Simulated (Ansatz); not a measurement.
BrH$_{2}$InS$_{2}$, SMILES `[SH][In]([SH])[Br]`. Charge 0, multiplicity 1. In takes the def2 core potential. The structure was optimised at the PBE0-D4/def2-TZVP level. It is one conformer, not always the lowest.

```xyz
6

S     0.496   -2.151    0.994
In   -0.024   -0.247   -0.307
S    -0.173    1.955    0.551
Br   -0.434   -0.587   -2.708
H     0.610   -1.434    2.126
H    -0.475    2.465   -0.656
```

Task: What is the dipole moment at PBE/def2-TZVPP? (Estimate.)

Result: Computed: 1.40 D, with components (0.12, 0.75, 1.18) D in this frame, pointing from negative to positive charge.

Task: And with r2SCAN, B3LYP, ωB97M-V? (Estimate.)

Result: Computed: r2SCAN 1.45 D, B3LYP 1.44 D, ωB97M-V 1.43 D.

Task: Give the Mulliken charges with PBE, r2SCAN, ωB97M-V in def2-TZVPP. (An estimate is asked.)

Result: Ansatz gave: 
```csv
atom,PBE,r2SCAN,ωB97M-V
S1,-0.31,-0.33,-0.30
In2,0.71,0.76,0.66
S3,-0.33,-0.34,-0.31
Br4,-0.33,-0.34,-0.31
H5,0.13,0.12,0.13
H6,0.14,0.13,0.14
```

B3LYP here is the variant with VWN-RPA as its local correlation; programs differ in this.
